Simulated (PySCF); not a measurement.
Molecular orbitals of Cs₂⁺

UHF at R = 5.431 Å; PySCF, scalar-relativistic core potentials, basis sets Cs def2-TZVP with ECP46. State: ²Σg⁺ (doublet), unpaired electrons σ ↑. Only the outer orbitals are listed.

```tsv
spin	orbital	occ.	ε (eV)	main shells (%)
α	σg	1	-21.80	100 p
α	πu	1	-21.80	100 p
α	πu	1	-21.80	100 p
α	πg	1	-21.80	100 p
α	πg	1	-21.80	100 p
α	σu	1	-21.74	100 p
α	σg	1	-6.84	65 s, 24 p, 10 d
α	σu	0	-2.57	84 s, 14 p
α	πu	0	-2.13	82 p, 18 d
α	πu	0	-2.13	82 p, 18 d
β	πu	1	-21.77	100 p
β	πu	1	-21.77	100 p
β	πg	1	-21.77	100 p
β	πg	1	-21.77	100 p
β	σg	1	-21.71	100 p
β	σu	1	-21.68	100 p
β	σg	0	-2.58	103 s
β	σu	0	-2.21	70 s, 28 p
β	πu	0	-1.64	101 p
```

Q: Which are the highest filled and the lowest empty level, where do they sit, and how wide is the gap?

A: Highest filled α σg at -6.84 eV (in %: 65 s, 24 p, 10 d); lowest empty β σg at -2.58 eV (in %: 103 s); the gap at UHF is 4.26 eV.

```json
{
 "bond order (Mayer)": "0.51",
 "⟨S²⟩": "0.750",
 "polarisability along the bond": "465.4 bohr³",
 "polarisability across the bond": "285.8 bohr³"
}
```

Shares are Mulliken populations and can fall outside 0 to 100 %.

Spin–orbit coupling is left out. The state was picked by a PBE0 search and need not be the measured ground state.
